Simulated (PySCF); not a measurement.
Match the calculated data to a structure.

All candidates are C3H11PSi2.

* Valence photoelectron: vertical ionisation energy: 9.25 eV [ΔSCF CAM-B3LYP/def2-SVPD]
* Polarisability: 123.2 au [CAM-B3LYP/def2-SVPD]
* 1H NMR: chemical shifts (computed TMS as zero) by class: 5.85 (1 H), 5.66 (1 H), 4.19 (2 H), 3.97 (2 H), 2.02 (3 H), 1.66 (2 H) ppm [GIAO B3LYP/pcSseg-1]
* Rotational structure: rotational constants A, B, C: 2.172, 1.180, 0.916 GHz [PBE0-D3(BJ)/def2-SVP]
* NMR, other nuclei: isotropic shieldings of nuclei other than C and H, by class: 399 (1 Si), 420 (1 Si), 582 (1 P) ppm [GIAO B3LYP/pcSseg-1]
* Triplet: lowest triplet excitation (Tamm–Dancoff): 4.11 eV [TDA CAM-B3LYP/def2-SVPD]
* 13C NMR: chemical shifts (computed TMS as zero) by class: 150.6 (1 C), 137.6 (1 C), 28.2 (1 C) ppm [GIAO B3LYP/pcSseg-1]
* UV, first state: lowest singlet excitation: 6.21 eV (200 nm, f = 0.059) [TDDFT CAM-B3LYP/def2-SVPD]

Gas-phase values; electronic properties from PySCF, density fitting. Levels stand in brackets. Geometry: PBE0-D3(BJ)/def2-SVP, one conformer, isolated molecule. NMR classes are plain means over equivalent atoms (diastereotopic ones count apart unless rotation or inversion swaps them), as if these changed places fast.

Task: Which candidate is it?
A. `C[C@@H]1[SiH2]C[Si@H]1P`
B. `C[Si@H]1C[Si@H](P)C1`
C. `C=C(C)[SiH2][SiH2]P`
D. `C[C@@H]1[SiH2]C[Si@@H]1P`
E. `C=CC[SiH2][SiH2]P`

Result: C. It is `C=C(C)[SiH2][SiH2]P`. Numbering: `[CH2:1]=[C:2]([CH3:3])[SiH2:4][SiH2:5][PH2:6]`. 3 carbons fall into 3 classes; from least to most shielded: fully substituted alkene carbon [C2] (150.6 ppm), terminal =CH2 carbon [C1] (137.6 ppm), allylic carbon [C3] (28.2 ppm). Hydrogen classes from least to most shielded: 1 H on a terminal =CH2 carbon, C1 (5.85 ppm), 1 H on a terminal =CH2 carbon, C1 (5.66 ppm), 2 H on an SiH2 silicon, Si4 (4.19 ppm), 2 H on an SiH2 silicon, Si5 (3.97 ppm), 3 H on an allylic carbon, C3 (2.02 ppm), 2 H on a three-coordinate phosphorus, P6 (1.66 ppm). The other shieldings belong to: 399 ppm, SiH2 silicon [Si4]; 420 ppm, SiH2 silicon [Si5]; 582 ppm, three-coordinate phosphorus [P6]. The first electron is taken from the HOMO, whose largest Löwdin shares are 0.26 on the terminal =CH2 carbon, 0.23 on the fully substituted alkene carbon, 0.13 on an SiH2 silicon and 0.12 on an SiH2 silicon. The optimised geometry has point group C1 and is an asymmetric top.

The others, at the same levels:
- `C[C@@H]1[SiH2]C[Si@H]1P` fails: its computed 13C shifts are 14.4 (1 C), 13.8 (1 C), -6.5 (1 C) ppm, 1H shifts are 5.18 (1 H), 5.02 (1 H), 4.53 (1 H), 1.73 (2 H), 1.20 (3 H), 0.75 (1 H), 0.31 (1 H), 0.14 (1 H) ppm and lowest singlet excitation is 6.05 eV (205 nm, f = 0.002) (against 6.21 eV).
- `C[C@@H]1[SiH2]C[Si@@H]1P` fails: its computed 13C shifts are 13.6 (1 C), 11.2 (1 C), -2.0 (1 C) ppm, 1H shifts are 5.22 (1 H), 4.80 (1 H), 4.52 (1 H), 1.62 (2 H), 1.15 (1 H), 1.14 (3 H), 0.57 (1 H), 0.18 (1 H) ppm and lowest triplet excitation (Tamm–Dancoff) is 5.66 eV (against 4.11 eV).
- `C=CC[SiH2][SiH2]P` fails: its computed 13C shifts are 143.4 (1 C), 123.9 (1 C), 17.7 (1 C) ppm, 1H shifts are 5.84 (1 H), 5.69 (1 H), 5.18 (1 H), 3.96 (2 H), 3.88 (2 H), 1.83 (2 H), 1.64 (2 H) ppm and rotational constant A is 2.011 GHz (against 2.172 GHz).
- `C[Si@H]1C[Si@H](P)C1` fails: it has 2 carbon classes against 3; its computed 13C shifts are 1.1 (1 C), -1.2 (2 C) ppm, 1H shifts are 5.60 (1 H), 5.10 (1 H), 1.70 (2 H), 0.41 (3 H), 0.33 (2 H), 0.31 (2 H) ppm and lowest triplet excitation (Tamm–Dancoff) is 5.58 eV (against 4.11 eV).

Each candidate is one conformer, not necessarily the lowest. The conformers computed, where there is a choice (atom-mapped SMILES and torsion angles):
- `[CH2:1]=[C:2]([CH3:3])[SiH2:4][SiH2:5][PH2:6]`: C1–C2–Si4–Si5 106°, C2–Si4–Si5–P6 3°, H–P6–Si5–Si4 -158°, H–P6–Si5–Si4 -63°
- `[CH3:1][C@@H:2]1[SiH2:3][CH2:4][Si@H:5]1[PH2:6]`: H–P6–Si5–C4 -178°, H–P6–Si5–C4 -84°
- `[CH3:1][C@@H:2]1[SiH2:3][CH2:4][Si@@H:5]1[PH2:6]`: H–P6–Si5–C4 57°, H–P6–Si5–C4 -37°
- `[CH2:1]=[CH:2][CH2:3][SiH2:4][SiH2:5][PH2:6]`: C1–C2–C3–Si4 103°, C2–C3–Si4–Si5 -59°, C3–Si4–Si5–P6 -46°, H–P6–Si5–Si4 -166°, H–P6–Si5–Si4 -72°
- `[CH3:1][Si@H:2]1[CH2:3][Si@H:4]([PH2:5])[CH2:6]1`: H–P5–Si4–C3 176°, H–P5–Si4–C3 82°
